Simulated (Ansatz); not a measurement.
Ansatz (a first-principles code) input file for C3H13NSi2, SMILES CCC(N)([SiH3])[SiH3], PBE0/def2-SVPD. Geometry: PBE0-D3(BJ)/def2-SVP. This is a generated structure with no PubChem entry under its InChIKey; it may be hypothetical. Other conformers were not sampled.

Ansatz 0.2 input:
```yaml
crystal:
  periodic: [false, false, false]
  atoms:
    - {symbol: C, position_ang: [-2.46170347, 0.55338186, -0.01820235]}
    - {symbol: C, position_ang: [-1.27818146, -0.04622473, -0.76645027]}
    - {symbol: C, position_ang: [-0.00077458, -0.23879594, 0.07023125]}
    - {symbol: N, position_ang: [-0.24282083, -1.22406846, 1.13700848]}
    - {symbol: Si, position_ang: [0.66469084, 1.40088768, 0.79624434]}
    - {symbol: Si, position_ang: [1.31991805, -0.99636183, -1.07048390]}
    - {symbol: H, position_ang: [-2.76288487, -0.07476615, 0.83485067]}
    - {symbol: H, position_ang: [-3.33742593, 0.63719028, -0.67910496]}
    - {symbol: H, position_ang: [-2.24186053, 1.56228979, 0.36638333]}
    - {symbol: H, position_ang: [-1.57342708, -1.03377080, -1.16353704]}
    - {symbol: H, position_ang: [-1.04401761, 0.58830376, -1.63934594]}
    - {symbol: H, position_ang: [-0.90866571, -0.86676890, 1.82183217]}
    - {symbol: H, position_ang: [0.61090789, -1.43140246, 1.65291063]}
    - {symbol: H, position_ang: [0.74254850, 2.51626773, -0.20066107]}
    - {symbol: H, position_ang: [2.03580517, 1.15258998, 1.34499637]}
    - {symbol: H, position_ang: [-0.19913002, 1.83421367, 1.94115108]}
    - {symbol: H, position_ang: [2.48385691, -1.45266707, -0.24818116]}
    - {symbol: H, position_ang: [1.79942350, 0.02686059, -2.05198156]}
    - {symbol: H, position_ang: [0.75404850, -2.16339044, -1.81249010]}
basis:
  gaussian:
    orbitals: def2-SVPD
hamiltonian:
  xc: {name: PBE0}
```

Output:

```
WARN ansatz: RAYON_NUM_THREADS=2 ignored (pool sized by the plan → 2); use --threads N
Functional definition: PBE0
integrals: 0.23 GiB planned
2004 factors; their error is unknown
mean field: 1.93 GiB planned
mean field evaluation 1: about -20539.1479 eV, gradient 5.9e1 eV
mean field evaluation 2: about -20529.0374 eV, gradient 8.6e1 eV
mean field evaluation 4: about -20547.2788 eV, gradient 4.2e0 eV
mean field evaluation 8: about -20547.3198 eV, gradient 5.0e-2 eV
mean field evaluation 16: about -20547.4135 eV, gradient 5.7e-5 eV
mean field -20547.41347321 eV, -755.1035176036 hartree, gradient 5.7e-5 eV, S^2 0.000000; 0 other end points of the search recorded, 0 dependent functions left out
reference -20547.41351837 eV, -755.1035192629 hartree; 33, 33 occupied and 199, 199 virtual orbitals, 2004 factors
Total energy: -20547.41351837 eV, -755.1035192629 hartree
```

Self-consistency was reached.
